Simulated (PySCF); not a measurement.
Ga(Me)2(Ph), C8H11Ga, SMILES c1[c]([Ga]([CH3])[CH3])cccc1 (GFN2-xTB optimised geometry):

```
20

Ga     0.831    -1.295     0.000
C      2.878    -1.295     0.000
H      3.282    -0.754    -0.861
H      3.263    -2.318    -0.038
H      3.280    -0.820     0.900
C     -0.282    -3.013     0.002
H     -0.946    -3.063     0.870
H      0.367    -3.893     0.028
H     -0.910    -3.088    -0.891
C     -0.143     0.493     0.000
C     -1.536     0.548    -0.005
C     -2.201     1.762    -0.003
C     -1.479     2.944     0.003
C     -0.094     2.910     0.008
C      0.566     1.694     0.006
H     -2.101    -0.380    -0.010
H     -3.282     1.790    -0.007
H     -1.996     3.893     0.004
H      0.468     3.834     0.012
H      1.653     1.666     0.010
```

Level of theory: PBE0/def2-SVP run with PySCF.

Q: What are the frontier orbital energies and the dipole moment?

A: HOMO-2 -7.35 eV, HOMO-1 -7.21 eV, HOMO -7.20 eV, LUMO -1.13 eV, LUMO+1 0.05 eV; dipole moment 0.09 D.

On the same geometry PySCF 2.14.0 with PBE/def2-SVP gives HOMO-2 -6.22 eV, HOMO-1 -6.19 eV, HOMO -6.06 eV, LUMO -1.90 eV, LUMO+1 -0.89 eV; dipole moment 0.05 D.

Meta-Löwdin charges at PBE0/def2-SVP: Ga1 0.56, C2 -0.52, H3 0.11, H4 0.11, H5 0.11, C6 -0.52, H7 0.11, H8 0.11, H9 0.11, C10 -0.19, C11 -0.09, C12 -0.11, C13 -0.10, C14 -0.11, C15 -0.09, H16 0.10, H17 0.11, H18 0.11, H19 0.11, H20 0.10.
